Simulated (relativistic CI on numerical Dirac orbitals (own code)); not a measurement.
Method of calculation: Dirac-Coulomb-Breit CI, orbitals from a KLI potential per configuration, a model potential for QED, unscaled Slater integrals (own radial code, finite nucleus).

The strongest absorption lines from the ground level of an ion, among the configurations computed and to levels below about 2280 eV (vacuum wavelength in Å, gf): 5.9295 (0.32), 5.9596 (0.69), 5.9716 (0.19), 6.0802 (0.62), 6.0862 (0.25), 6.1085 (0.35), 25.335 (1.6), 26.823 (0.56).

Q: Which ion is it?
A. Tl⁵⁵⁺
B. At⁵⁹⁺
C. Ir⁵¹⁺
D. Tm⁴³⁺

A: C. Ir⁵¹⁺ has 26 electrons and the ground level 3s2 3p6 3d8 3F_4; the strongest line goes to 3s2 3p5 3d9 3D°_3. The pattern of lines fixes the number of electrons, and along that sequence the line energies rise steadily with the charge (about as its square where n changes within one kind of shell, about linearly where n is kept but much faster in heavy ions where fine structure, which grows about as Z⁴, sets the gap, and irregularly where shells cross), which fixes Z. Configurations outside the model, such as inner-shell arrays, can give stronger lines. At this charge energies of transitions that change n are usually good to better than 1 %, and those within a shell (Δn = 0) to a few per cent.

LS names give the leading component of a level, which can be under half, so a name can repeat, a term be missing and a line seem to break the LS rules.
